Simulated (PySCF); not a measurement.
**Spinor energies of Cr³⁺ (chromium, charge +3)**

Start: [Ar] 3d2 4p1; 3d5/2 filled at m_j = +3/2, +5/2; 4p3/2 filled at m_j = +3/2. Calculated with PySCF 2.14 in x2c-TZVPall-2c (6s7p4d1f, 54 functions): generalised Hartree-Fock with the X2C-1e Hamiltonian and a Gaussian nucleus; one run each with spin-orbit coupling (SO) switched off, then screened by Boettger's factors. This is a chosen level, not necessarily the ground level.

```json
{"spinor shell": "1s1/2", "electrons": "2", "ε, spin-free (eV)": "-6093.8", "ε, screened SO (eV)": "-6093.7", "weight of nominal j (screened SO)": "1.000", "rms radius, screened SO (bohr)": "0.0734"}
{"spinor shell": "2s1/2", "electrons": "2", "ε, spin-free (eV)": "-777.06", "ε, screened SO (eV)": "-777.08", "weight of nominal j (screened SO)": "1.000", "rms radius, screened SO (bohr)": "0.316"}
{"spinor shell": "2p1/2", "electrons": "2", "ε, spin-free (eV)": "-658.11", "ε, screened SO (eV)": "-663.78", "weight of nominal j (screened SO)": "0.994", "rms radius, screened SO (bohr)": "0.285"}
{"spinor shell": "3s1/2", "electrons": "2", "ε, spin-free (eV)": "-141.07", "ε, screened SO (eV)": "-141.09", "weight of nominal j (screened SO)": "1.000", "rms radius, screened SO (bohr)": "0.939"}
{"spinor shell": "3p3/2", "electrons": "4", "ε, spin-free (eV)": "-104.89", "ε, screened SO (eV)": "-105.67", "weight of nominal j (screened SO)": "0.856", "rms radius, screened SO (bohr)": "0.996"}
{"spinor shell": "3p1/2", "electrons": "2", "ε, spin-free (eV)": "-104.89", "ε, screened SO (eV)": "-103.41", "weight of nominal j (screened SO)": "0.713", "rms radius, screened SO (bohr)": "0.995"}
{"spinor shell": "3d5/2", "electrons": "2", "ε, spin-free (eV)": "-59.088", "ε, screened SO (eV)": "-59.073", "weight of nominal j (screened SO)": "0.895", "rms radius, screened SO (bohr)": "1.13"}
{"spinor shell": "4p3/2", "electrons": "1", "ε, spin-free (eV)": "-28.924", "ε, screened SO (eV)": "-28.878", "weight of nominal j (screened SO)": "1.000", "rms radius, screened SO (bohr)": "2.86"}
```

Where does 2p3/2 lie, and what is the 2p spin-orbit splitting (screened SO)?

At -655.38 eV, 8.405 eV above 2p1/2.

```json
{"quantity": "E (hartree)", "spin-free": "-1047.06339", "screened SO": "-1047.07104"}
{"quantity": "M_J", "spin-free": "11/2", "screened SO": "11/2"}
{"quantity": "⟨J²⟩", "spin-free": "35.755", "screened SO": "35.755"}
{"quantity": "⟨L²⟩", "spin-free": "20.004", "screened SO": "20.006"}
{"quantity": "⟨S²⟩", "spin-free": "3.751", "screened SO": "3.751"}
```

Each row is a mean over spinors that exchange with the open shell spreads, by up to 10.501 eV (3p3/2).

Rows whose weight is well below 1 are mixtures of j = l ± 1/2: exchange outweighs spin-orbit coupling there, and the label is only the starting occupation.

Without spin-orbit coupling the j labels of p, d and f shells carry no meaning; the spin-free column gives the mean over the occupied spinors of each nl shell.
